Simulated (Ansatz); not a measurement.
Reaction (redistribution): `N[Si](O)(Cl)Cl` + `N[SiH](F)[Si](N)(Cl)Cl` → `N[Si](Cl)(Cl)[Si](N)(Cl)Cl` + `N[SiH](O)F`

Program: Ansatz. Geometries: PBE0-D4/def2-TZVP. ΔE: electronic, gas phase. CBS: MP2 limit from def2 TZ/QZ plus the TZ coupled-cluster correction, frozen cores. This one scheme is used for every species. DFT in def2-TZVPP. One conformer a species, not always the lowest.

```
                     species  PBE-D4 energy (Eh)
            `N[Si](O)(Cl)Cl`         -1341.31221
    `N[SiH](F)[Si](N)(Cl)Cl`         -1711.24891
`N[Si](Cl)(Cl)[Si](N)(Cl)Cl`         -2530.96301
                `N[SiH](O)F`          -521.60050
```

Problem. Work out ΔE.

Solution. ΔE = (-2530.96301) + (-521.60050) − (-1341.31221) − (-1711.24891) = -0.00239 Eh = -1.5 kcal/mol. CCSD(T)/CBS gives -2.0 kcal/mol.

Largest T1 diagnostic among the species: 0.011.

The D4 term adds −1.3 kcal/mol with B3LYP and −0.8 kcal/mol with PBE0; it sums over pairs of atoms, weighted by their polarisabilities, and B3LYP, whose exchange is more repulsive, gets the larger term. In def2-TZVPP, CCSD(T) changes the Hartree–Fock value by −0.9 kcal/mol (the triples alone add −0.2 kcal/mol) and MP2 by −1.6 kcal/mol.

B3LYP here is the variant with VWN-RPA as its local correlation; programs differ in this.
